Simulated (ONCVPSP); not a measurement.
**Ba: ONCV pseudisation with PBEsol, fully relativistic reference atom.**

The input file (ONCVPSP 4.0.1):

```
# ATOM AND REFERENCE CONFIGURATION
# atsym  z   nc   nv     iexc    psfile
  Ba 56.00    9    3  -116133      upf
#
#   n    l    f
    1    0    2.00
    2    0    2.00
    2    1    6.00
    3    0    2.00
    3    1    6.00
    3    2   10.00
    4    0    2.00
    4    1    6.00
    4    2   10.00
    5    0    2.00
    5    1    6.00
    6    0    2.00
#
# PSEUDOPOTENTIAL AND OPTIMIZATION
# lmax
    2
#
#   l,   rc,      ep,       ncon, nbas, qcut
    0    2.30    0.00    4    7    3.90
    1    2.90    0.00    3    7    5.70
    2    2.90    0.09    4    8    3.70
#
# LOCAL POTENTIAL
# lloc, lpopt,  rc(5),   dvloc0
    4    5    1.85    4.00
#
# VANDERBILT-KLEINMAN-BYLANDER PROJECTORs
# l, nproj, debl
    0    2    2.00
    1    2    1.30
    2    1    3.30
#
# MODEL CORE CHARGE
# icmod, fcfact, rcfact
    3    2.00    1.60
#
# LOG DERIVATIVE ANALYSIS
# epsh1, epsh2, depsh
   -3.00    5.00    0.02
#
# OUTPUT GRID
# rlmax, drl
    6.00    0.01
#
# TEST CONFIGURATIONS
# ncnf
    4
# nvcnf
#   n    l    f
    3
    5    0    2.00
    5    1    6.00
    6    0    1.00
#
    3
    5    0    2.00
    5    1    6.00
    6    0    0.00
#
    3
    5    0    2.00
    5    1    6.00
    6    0    1.50
#
    4
    5    0    2.00
    5    1    6.00
    6    0    1.00
    5    2    1.00
#
```

Command:

```bash
oncvpspr.x < Ba.dat > Ba.out
```

Resulting log (shortened: citation, most of the input echo, consistency checks and plot data are left out):

```
ONCVPSP  (Optimized Norm-Conservinng Vanderbilt PSeudopotential)
relativistic version 4.0.1

#   n    l    f        energy (Ha)
    1    0    2.00    -1.3675277D+03
    2    0    2.00    -2.1607843D+02
    2    1    6.00    -1.8954056D+02    -2.0355925D+02
    3    0    2.00    -4.5603730D+01
    3    1    6.00    -3.7639930D+01    -4.0349136D+01
    3    2   10.00    -2.7837388D+01    -2.8415129D+01
    4    0    2.00    -8.9411523D+00
    4    1    6.00    -6.4651852D+00    -7.0314907D+00
    4    2   10.00    -3.2499722D+00    -3.3461693D+00
    5    0    2.00    -1.2370280D+00
    5    1    6.00    -6.6493556D-01    -7.4168481D-01
    6    0    2.00    -1.1929290D-01

Reference configufation results
  iterations    26
  all-electron total energy (Ha)   -8.13612050D+03

Begin loop to  construct optimized pseudo wave functions
and semi-local pseudopoentials for all angular momenta

Calculating optimized projector #   1

 for l=   0

    Fraction of norm inside rc  0.885466
    Optimizing pswf for qcut=   3.89 a_B^-1,  ecut=   7.57 Ha
    Residual kinetic energy error=  8.48D-04 Ha

    Energy error per electron        Cutoff
         Ha          eV             Ha
         0.01000     0.27211        5.17
         0.00100     0.02721        7.55
         0.00010     0.00272       21.22
         0.00001     0.00027       26.62

Calculating optimized projector #   2

 for l=   0

    Fraction of norm inside rc  0.045007
    Optimizing pswf for qcut=   3.89 a_B^-1,  ecut=   7.57 Ha
    Residual kinetic energy error=  3.31D-04 Ha

    Energy error per electron        Cutoff
         Ha          eV             Ha
         0.01000     0.27211        3.16
         0.00100     0.02721        6.55
         0.00010     0.00272       11.01
         0.00001     0.00027       24.58

   Wellstate for l =  1  n =  7 kap= -2
     eigenvalue =   0.6351
     asymptotic potential =   1.1351
     half-point radius =  6.4701

Calculating optimized projector #   1

 for l=   1

    Fraction of norm inside rc  0.909283
    Optimizing pswf for qcut=   5.70 a_B^-1,  ecut=  16.26 Ha
    Residual kinetic energy error=  1.04D-08 Ha

    Energy error per electron        Cutoff
         Ha          eV             Ha
         0.01000     0.27211        3.13
         0.00100     0.02721        7.42
         0.00010     0.00272       10.30
         0.00001     0.00027       12.26

Calculating optimized projector #   2

 for l=   1

    Fraction of norm inside rc  0.152256
    Optimizing pswf for qcut=   5.70 a_B^-1,  ecut=  16.26 Ha
    Residual kinetic energy error=  8.91D-09 Ha

    Energy error per electron        Cutoff
         Ha          eV             Ha
         0.01000     0.27211        3.20
         0.00100     0.02721        7.42
         0.00010     0.00272       10.39
         0.00001     0.00027       12.38

   Wellstate for l =  1  n =  7 kap=  1
     eigenvalue =   0.5583

Calculating optimized projector #   1

 for l=   1

    Fraction of norm inside rc  0.930504
    Optimizing pswf for qcut=   5.70 a_B^-1,  ecut=  16.26 Ha
    Residual kinetic energy error=  9.02D-09 Ha

    Energy error per electron        Cutoff
         Ha          eV             Ha
         0.01000     0.27211        3.42
         0.00100     0.02721        5.63
         0.00010     0.00272        9.88
         0.00001     0.00027       11.99

Calculating optimized projector #   2

 for l=   1

    Fraction of norm inside rc  0.164118
    Optimizing pswf for qcut=   5.70 a_B^-1,  ecut=  16.26 Ha
    Residual kinetic energy error=  8.41D-09 Ha

    Energy error per electron        Cutoff
         Ha          eV             Ha
         0.01000     0.27211        3.43
         0.00100     0.02721        5.93
         0.00010     0.00272       10.17
         0.00001     0.00027       12.20

WARNING wellstate: moderately localized bound state found for n= 5 l=  2
WARNING scattering state with energy  0.05000000
WARNING will be used for the first projector

   Wellstate for l =  2  n =  6 kap= -3
     eigenvalue =   0.0500
     asymptotic potential =   0.5500
     half-point radius = 23.3547

Calculating optimized projector #   1

 for l=   2

    Fraction of norm inside rc  0.085673
    Optimizing pswf for qcut=   3.70 a_B^-1,  ecut=   6.85 Ha
    Residual kinetic energy error=  3.84D-06 Ha

    Energy error per electron        Cutoff
         Ha          eV             Ha
         0.01000     0.27211        2.41
         0.00100     0.02721        3.98
         0.00010     0.00272        5.27
         0.00001     0.00027        6.63

   Wellstate for l =  2  n =  5 kap=  2
     eigenvalue =   0.0900

Calculating optimized projector #   1

 for l=   2

    Fraction of norm inside rc  0.433142
    Optimizing pswf for qcut=   3.70 a_B^-1,  ecut=   6.85 Ha
    Residual kinetic energy error=  1.83D-05 Ha

    Energy error per electron        Cutoff
         Ha          eV             Ha
         0.01000     0.27211        3.39
         0.00100     0.02721        4.84
         0.00010     0.00272        6.04
         0.00001     0.00027        7.87

Construct Vanderbilt / Kleinmman-Bylander projectors

B matrix Hermiticity error, ll=  0  kap= -1
   1   2    6.4504D-05

  Orthonormal projector coefficients  2.5856E+00 -5.2276E-01

B matrix Hermiticity error, ll=  1  kap= -2
   1   2   -8.3097D-05

  Orthonormal projector coefficients -1.0954E+00  8.8040E-01

B matrix Hermiticity error, ll=  1  kap=  1
   1   2   -9.0498D-05

  Orthonormal projector coefficients  7.1279E-01 -4.0863E-01

 Orthonormal scalar projector coefficients, l =  1
 -8.3987E-01  8.1660E-01 -1.8692E-02  4.3235E-05

 Orthonormal spin-orbit projector coefficients, l =  1
 -5.4662E-01  1.9825E-01  5.8017E-03 -3.5262E-03

 Orthonormal scalar projector coefficients, l =  2
  4.7331E-01  2.0220E-03

 Orthonormal spin-orbit projector coefficients, l =  2
 -4.1610E-02  1.5333E-02

Model core correction analysis
  based on d2Exc/dn_idn_j

d2excae - all-electron derivatives

   -2.012196D-02   -1.711517D-02   -1.407467D-03
   -1.711525D-02   -1.683257D-02   -2.458258D-03
   -1.407299D-03   -2.457736D-03   -2.401778D-02

d2excps - pseudofunction derivatives with no core correction

   -3.309837D-02   -2.624727D-02   -2.418357D-03
   -2.624799D-02   -2.468239D-02   -3.366704D-03
   -2.418454D-03   -3.366164D-03   -2.515687D-02

rms 2nd derivative error    6.681662E-03

rmatch, rhocmatch    1.2740    2.7007

Teter function model core charge with specified parameters

d2excps - pseudofunction derivatives with core correction

   -2.420589D-02   -2.082357D-02   -1.762317D-03
   -2.082354D-02   -2.077147D-02   -3.032952D-03
   -1.762086D-03   -3.032399D-03   -2.508134D-02

rms 2nd derivative error    2.619169E-03

Pseudoatom total energy  -25.961117

Diagnostic tests using Vanderbilt-Kleinman-Bylander pseudopotentials
  relativistic with J = L +/- 1/2 projectors

   l  kap   rcore       rmatch      e in        delta e    norm test   slope test

   0  -1   2.3034342   2.3733715  -1.2370280  -0.0000006   1.0001004   1.0001017
   0  -1   2.3034342   2.3733715  -0.1192929   0.0000011   1.0000238   1.0000217

   1  -2   2.9086875   2.9970016  -0.6649356  -0.0000010   1.0000715   1.0000730
   1   1   2.9086875   2.9970016  -0.7416848  -0.0000005   1.0000713   1.0000691
   1  -2   2.9086875   2.9970016   0.6350644   0.0000118   1.0000453   1.0000453
   1   1   2.9086875   2.9970016   0.6158896   0.0000123   1.0000756   1.0000756

   2  -3   2.9086875   2.9970016   0.0500000   0.0000001   1.0000002   1.0000002
   2   2   2.9086875   2.9970016  -0.0766390   0.0000005   1.0000008   1.0000008

Diagnostic tests using Vanderbilt-Kleinman-Bylander pseudopotentials
  relativistic with scalar and spin-orbit non-local projectors

   l  kap   rcore       rmatch      e in        delta e    norm test   slope test

   0  -1   2.3034342   2.3733715  -1.2370280  -0.0000006   1.0001004   1.0001017
   0  -1   2.3034342   2.3733715  -0.1192929   0.0000011   1.0000238   1.0000217

   1  -2   2.9086875   2.9970016  -0.6649356  -0.0000062   1.0000711   1.0000663
   1   1   2.9086875   2.9970016  -0.7416848  -0.0000053   1.0000700   1.0000629
   1  -2   2.9086875   2.9970016   0.6350644   0.0000106   1.0000473   1.0000473
   1   1   2.9086875   2.9970016   0.6158896   0.0000103   1.0000780   1.0000780

   2  -3   2.9086875   2.9970016   0.0500000   0.0000001   1.0000002   1.0000002
   2   2   2.9086875   2.9970016  -0.0766390   0.0000005   1.0000008   1.0000008

Ghost test for J = L + 1/2

 Testing for bound ghosts
   n   l    E NL Schr. Eq   E Basis Diag.   E Cutoff

   1   0       -1.237029       -1.237010     35.74
   2   0       -0.119292       -0.076681     35.74

   2   1       -0.664937       -0.664885     26.50

   3   2       -0.072764       -0.069106     30.42

 Testing for highly-localized positive-energy ghosts
       l    <radius>/rc     E Basis Diag.   E Cutoff

Ghost test for J = L - 1/2

 Testing for bound ghosts
   n   l    E NL Schr. Eq   E Basis Diag.   E Cutoff

   1   0       -1.237029       -1.237010     35.74
   2   0       -0.119292       -0.076681     35.74

   2   1       -0.741685       -0.741635     26.50

   3   2       -0.077223       -0.073970     30.42

 Testing for highly-localized positive-energy ghosts
       l    <radius>/rc     E Basis Diag.   E Cutoff

Test configuration 0

   n   l kap    f        eae           eps        diff
   1   0  -1  2.0000-1367.52774278
   2   0  -1  2.0000 -216.07842901
   2   1  -2  4.0000 -189.54056074
   2   1   1  2.0000 -203.55925381
   3   0  -1  2.0000  -45.60373049
   3   1  -2  4.0000  -37.63993004
   3   1   1  2.0000  -40.34913563
   3   2  -3  6.0000  -27.83738810
   3   2   2  4.0000  -28.41512878
   4   0  -1  2.0000   -8.94115229
   4   1  -2  4.0000   -6.46518525
   4   1   1  2.0000   -7.03149067
   4   2  -3  6.0000   -3.24997219
   4   2   2  4.0000   -3.34616925
   5   0  -1  2.0000   -1.23702798   -1.23702859   -6.15E-07
   5   1  -2  4.0000   -0.66493556   -0.66493658   -1.02E-06
   5   1   1  2.0000   -0.74168481   -0.74168533   -5.21E-07
   6   0  -1  2.0000   -0.11929290   -0.11929177    1.12E-06

    Total energies and differences
      AE_ref= -8.13612050E+03  AE_tst= -8.13612050E+03  dif=  0.00E+00
      PS_ref= -2.59611168E+01  PS_tst= -2.59611168E+01  dif= -1.42E-14
      PSP excitation error=  1.42E-14

Test configuration 1

   n   l kap    f        eae           eps        diff
   1   0  -1  2.0000-1367.73969082
   2   0  -1  2.0000 -216.29011326
   2   1  -2  4.0000 -189.75224363
   2   1   1  2.0000 -203.77094479
   3   0  -1  2.0000  -45.81528156
   3   1  -2  4.0000  -37.85147579
   3   1   1  2.0000  -40.56069382
   3   2  -3  6.0000  -28.04895128
   3   2   2  4.0000  -28.62669515
   4   0  -1  2.0000   -9.15224129
   4   1  -2  4.0000   -6.67618516
   4   1   1  2.0000   -7.24253556
   4   2  -3  6.0000   -3.46080152
   4   2   2  4.0000   -3.55701754
   5   0  -1  2.0000   -1.44594976   -1.44609528   -1.46E-04
   5   1  -2  4.0000   -0.87204071   -0.87201082    2.99E-05
   5   1   1  2.0000   -0.94937744   -0.94938326   -5.83E-06
   6   0  -1  1.0000   -0.27877721   -0.27880486   -2.76E-05

    Total energies and differences
      AE_ref= -8.13612050E+03  AE_tst= -8.13592276E+03  dif=  1.98E-01
      PS_ref= -2.59611168E+01  PS_tst= -2.57633649E+01  dif=  1.98E-01
      PSP excitation error= -8.15E-06

Test configuration 2

   n   l kap    f        eae           eps        diff
   1   0  -1  2.0000-1367.98955625
   2   0  -1  2.0000 -216.53948361
   2   1  -2  4.0000 -190.00160809
   2   1   1  2.0000 -204.02032377
   3   0  -1  2.0000  -46.06440118
   3   1  -2  4.0000  -38.10058475
   3   1   1  2.0000  -40.80982666
   3   2  -3  6.0000  -28.29809462
   3   2   2  4.0000  -28.87584459
   4   0  -1  2.0000   -9.40047419
   4   1  -2  4.0000   -6.92424745
   4   1   1  2.0000   -7.49068385
   4   2  -3  6.0000   -3.70854466
   4   2   2  4.0000   -3.80479620
   5   0  -1  2.0000   -1.68977042   -1.69029133   -5.21E-04
   5   1  -2  4.0000   -1.11189214   -1.11189703   -4.88E-06
   5   1   1  2.0000   -1.19046137   -1.19057124   -1.10E-04
   6   0  -1  0.0000   -0.44830566   -0.44830566    0.00E+00

    Total energies and differences
      AE_ref= -8.13612050E+03  AE_tst= -8.13555925E+03  dif=  5.61E-01
      PS_ref= -2.59611168E+01  PS_tst= -2.53997639E+01  dif=  5.61E-01
      PSP excitation error= -1.07E-04

Test configuration 3

   n   l kap    f        eae           eps        diff
   1   0  -1  2.0000-1367.62847253
   2   0  -1  2.0000 -216.17905686
   2   1  -2  4.0000 -189.64118786
   2   1   1  2.0000 -203.65988401
   3   0  -1  2.0000  -45.70430773
   3   1  -2  4.0000  -37.74050520
   3   1   1  2.0000  -40.44971557
   3   2  -3  6.0000  -27.93796994
   3   2   2  4.0000  -28.51571184
   4   0  -1  2.0000   -9.04155102
   4   1  -2  4.0000   -6.56554933
   4   1   1  2.0000   -7.13187223
   4   2  -3  6.0000   -3.35026958
   4   2   2  4.0000   -3.44647404
   5   0  -1  2.0000   -1.33658802   -1.33664060   -5.26E-05
   5   1  -2  4.0000   -0.76378455   -0.76376860    1.60E-05
   5   1   1  2.0000   -0.84076606   -0.84076380    2.25E-06
   6   0  -1  1.5000   -0.19710055   -0.19710606   -5.51E-06

    Total energies and differences
      AE_ref= -8.13612050E+03  AE_tst= -8.13604161E+03  dif=  7.89E-02
      PS_ref= -2.59611168E+01  PS_tst= -2.58822284E+01  dif=  7.89E-02
      PSP excitation error= -6.47E-07

Test configuration 4

   n   l kap    f        eae           eps        diff
   1   0  -1  2.0000-1367.48276234
   2   0  -1  2.0000 -216.03064738
   2   1  -2  4.0000 -189.49291451
   2   1   1  2.0000 -203.51171332
   3   0  -1  2.0000  -45.55632007
   3   1  -2  4.0000  -37.59252705
   3   1   1  2.0000  -40.30172407
   3   2  -3  6.0000  -27.78979026
   3   2   2  4.0000  -28.36752212
   4   0  -1  2.0000   -8.89403765
   4   1  -2  4.0000   -6.41803090
   4   1   1  2.0000   -6.98434723
   4   2  -3  6.0000   -3.20258777
   4   2   2  4.0000   -3.29880039
   5   0  -1  2.0000   -1.19099743   -1.19218086   -1.18E-03
   5   1  -2  4.0000   -0.62308794   -0.62329238   -2.04E-04
   5   1   1  2.0000   -0.69863396   -0.69904315   -4.09E-04
   6   0  -1  1.0000   -0.10310583   -0.10323302   -1.27E-04
   5   2  -3  0.6000   -0.04844363   -0.04835957    8.41E-05
   5   2   2  0.4000   -0.05224730   -0.05208585    1.61E-04

    Total energies and differences
      AE_ref= -8.13612050E+03  AE_tst= -8.13607115E+03  dif=  4.93E-02
      PS_ref= -2.59611168E+01  PS_tst= -2.59116467E+01  dif=  4.95E-02
      PSP excitation error= -1.22E-04
```

The run took about 9.5 s on one core of a shared server CPU.
